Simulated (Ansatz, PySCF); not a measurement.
Species: PbH4, charge 0, multiplicity 1. 
Structure (B3LYP-D3(BJ)/def2-TZVP (Ansatz, a first-principles code) minimum search):
```
Pb
H 1 1.7601
H 1 1.7601 2 109.47
H 1 1.7601 2 109.47 3 -120.00
H 1 1.7601 2 109.47 3 120.00
```
Charge 0, spin multiplicity 1.

Total electronic energies in hartree. Cores are frozen in the correlated levels unless marked. No spin-orbit coupling. Frozen are the shells of the preceding noble gas and the d and f shells that filled before the atom's block. Past Kr the def2 sets carry scalar-relativistic core potentials. CBS marks a two-point X^-3 extrapolation of the correlation energy; Hartree-Fock from the larger set.

```json
[
 {"level": "HF/def2-TZVPPD", "program": "Ansatz", "energy (Eh)": "-194.07618"},
 {"level": "RI-HF/def2-QZVPPD", "program": "Ansatz", "energy (Eh)": "-194.07801"},
 {"level": "SVWN5/def2-TZVPD", "program": "PySCF", "energy (Eh)": "-194.89725"},
 {"level": "revPBE-D4/def2-TZVPD", "program": "Ansatz + dftd4", "energy (Eh)": "-195.28242"},
 {"level": "revPBE/def2-TZVPD", "program": "Ansatz", "energy (Eh)": "-195.27616"},
 {"level": "BP86/def2-TZVPD", "program": "PySCF", "energy (Eh)": "-195.35727"},
 {"level": "TPSS-D4/def2-TZVPD", "program": "PySCF + dftd4", "energy (Eh)": "(withheld)"},
 {"level": "PBE0-D3(BJ)/def2-TZVPD", "program": "Ansatz + dftd3", "energy (Eh)": "-195.19202"},
 {"level": "PBE0-D4/def2-TZVP", "program": "Ansatz + dftd4", "energy (Eh)": "-195.19195"},
 {"level": "PW6B95/def2-TZVPD", "program": "PySCF", "energy (Eh)": "(withheld)"},
 {"level": "MN15-D3(BJ)/def2-TZVPD", "program": "PySCF + dftd3", "energy (Eh)": "-194.81554"},
 {"level": "HSE06-D3(BJ)/def2-TZVPD", "program": "Ansatz + dftd3", "energy (Eh)": "-195.18966"},
 {"level": "LC-wPBE-D3(BJ)/def2-TZVPD", "program": "Ansatz + dftd3", "energy (Eh)": "(withheld)"},
 {"level": "B2GP-PLYP-D3(BJ)/def2-TZVPD", "program": "Ansatz + dftd3", "energy (Eh)": "-194.76536"},
 {"level": "B2GP-PLYP-D4/def2-TZVPD", "program": "Ansatz + dftd4", "energy (Eh)": "-194.76420"},
 {"level": "RPA@PBE/def2-TZVPP", "program": "Ansatz", "energy (Eh)": "-194.32869"},
 {"level": "MP2/def2-TZVPPD", "program": "Ansatz", "energy (Eh)": "-194.20179"},
 {"level": "RI-MP2/def2-QZVPPD", "program": "Ansatz", "energy (Eh)": "-194.21136"},
 {"level": "RI-MP2/CBS(def2-TZVPP,def2-QZVPP)", "program": "Ansatz", "energy (Eh)": "-194.2173"},
 {"level": "CCSD/def2-SVPD", "program": "Ansatz", "energy (Eh)": "-194.20042"},
 {"level": "CCSDT(Q)/def2-SVP", "program": "Ansatz", "energy (Eh)": "-194.19632"},
 {"level": "CCSD(T)/CBS(def2-TZVPP,def2-QZVPP)", "program": "Ansatz", "energy (Eh)": "-194.2463"},
 {"level": "CCSD(T)/CBS(def2-TZVPPD,def2-QZVPPD)", "program": "Ansatz", "energy (Eh)": "-194.2459"}
]
```

Question: What belongs in the gaps?

Answer: 
- TPSS-D4/def2-TZVPD, energy (Eh): -195.15211
- PW6B95/def2-TZVPD, energy (Eh): -195.28765
- LC-wPBE-D3(BJ)/def2-TZVPD, energy (Eh): -195.24232
